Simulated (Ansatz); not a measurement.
The cluster Ca4, relaxed as a quintet with UKS r2SCAN/def2-TZVP in Ansatz, starting from the r2SCAN/def2-TZVP geometry of the neutral singlet. Force threshold 0.02 eV/Å.

The charge 0 quintet is spin-contaminated (final ⟨S²⟩ up to 6.14, 6.00 for a pure state). The relaxation made no stability test and no search for a lower SCF solution. At r2SCAN/def2-TZVP a singlet of charge 0 lies 1.21 eV below the quintet, each at its own geometry. The structure comes from a short search, and lower isomers may exist.

Start:

```xyz
4

Ca   -1.9218   -0.6200   -1.0692
Ca    0.5472    2.1372   -0.5958
Ca    1.6932   -1.4142   -0.5954
Ca   -0.3186   -0.1030    2.2604
```

Problem. Estimate the energy that the relaxation releases and the steps that it takes.

Solution. 0.03 eV, in 4 steps; 28 s on 4 threads of Arm Neoverse V2 on a shared host. No frequencies were taken in this run, so the end may be a saddle point.

Problem. Does the start keep its bonding and symmetry?

Solution. By distances, no bond broke or formed. The bond that changes most is Ca2–Ca3, from 3.73 to 3.62 Å (atoms count from 1). Point group Td at the start, D2d at the end, both within 0.05 Å.

Problem. Predict the relaxed structure.

Solution. 
Cartesian coordinates in Å:
```
Ca -1.868 -0.618 -1.032
Ca 0.546 2.077 -0.569
Ca 1.645 -1.371 -0.595
Ca -0.322 -0.089 2.197
```
Bond lengths (bridged metal pairs left out): 6 × Ca–Ca 3.62 to 3.65 Å.
